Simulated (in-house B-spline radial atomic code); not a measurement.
Orbital energies and mean radii along the 36-electron series, configuration [Ar] 3d10 4s2 4p6. The effective charge is n√(-2ε), a non-relativistic measure. Computed with a radial B-spline atomic code at the basis-set limit: Dirac-Hartree-Fock, average of the configuration, finite nuclei.

```tsv
ion	Z	energy of 4s1/2 (Eh)	mean radius of 4s1/2 (bohr)	energy of 3p3/2 (Eh)	mean radius of 3p3/2 (bohr)	energy of 4p1/2 (Eh)	mean radius of 4p1/2 (bohr)	effective charge of 4s1/2
Kr	36	-1.1877	1.6008	-8.3128	0.54118	-0.54152	1.9147	6.1651
Rb+	37	?	?	?	?	?	?	?
Sr2+	38	-2.4344	1.366	-11.171	0.49888	-1.6137	1.5351	8.8262
Zr4+	40	-4.0076	1.1979	-14.577	0.46238	-3.0127	1.3055	11.324
Nb5+	41	-4.9071	1.1301	-16.471	0.44598	-3.8253	1.2189	12.531
Mo6+	42	-5.8794	1.0703	-18.488	0.43064	-4.7107	1.1446	13.716
Tc7+	43	-6.9235	1.0171	-20.627	0.41629	-5.668	1.0799	14.885
Ru8+	44	-8.0386	0.96937	-22.886	0.40282	-6.6961	1.0229	16.039
Rh9+	45	?	?	?	?	?	?	?
Pd10+	46	-10.48	0.88691	-27.76	0.37826	-8.9634	0.92657	18.313
Ag11+	47	-11.806	0.85098	-30.374	0.36703	-10.202	0.88536	19.437
Cd12+	48	-13.202	0.81796	-33.105	0.35643	-11.51	0.84785	20.554
In13+	49	-14.668	0.78748	-35.953	0.3464	-12.888	0.81354	21.665
Sn14+	50	-16.204	0.75925	-38.917	0.33691	-14.335	0.78199	22.771
Sb15+	51	-17.81	0.73301	-41.998	0.3279	-15.853	0.75286	23.873
Te16+	52	-19.487	0.70854	-45.195	0.31935	-17.44	0.72587	24.972
I17+	53	?	?	?	?	?	?	?
Xe18+	54	-23.052	0.66419	-51.937	0.30348	-20.825	0.67737	27.16
```

Task: Fill in the row of Rb+.

Result: energy of 4s1/2 (Eh): -1.7671; mean radius of 4s1/2 (bohr): 1.4728; energy of 3p3/2 (Eh): -9.6687; mean radius of 3p3/2 (bohr): 0.51922; energy of 4p1/2 (Eh): -1.0338; mean radius of 4p1/2 (bohr): 1.6961; effective charge of 4s1/2: 7.5198.

Task: Fill in the row of Rh9+.

Result: energy of 4s1/2 (Eh): -9.2243; mean radius of 4s1/2 (bohr): 0.92619; energy of 3p3/2 (Eh): -25.264; mean radius of 3p3/2 (bohr): 0.39017; energy of 4p1/2 (Eh): -7.7947; mean radius of 4p1/2 (bohr): 0.97214; effective charge of 4s1/2: 17.181.

Task: Fill in the row of I17+.

Result: energy of 4s1/2 (Eh): -21.234; mean radius of 4s1/2 (bohr): 0.68565; energy of 3p3/2 (Eh): -48.508; mean radius of 3p3/2 (bohr): 0.31122; energy of 4p1/2 (Eh): -19.097; mean radius of 4p1/2 (bohr): 0.70078; effective charge of 4s1/2: 26.067.

Task: How does the screening of 4s1/2 change?

Result: Z less the effective charge goes from 29.83 at Z = 36 to 26.84 at Z = 54.
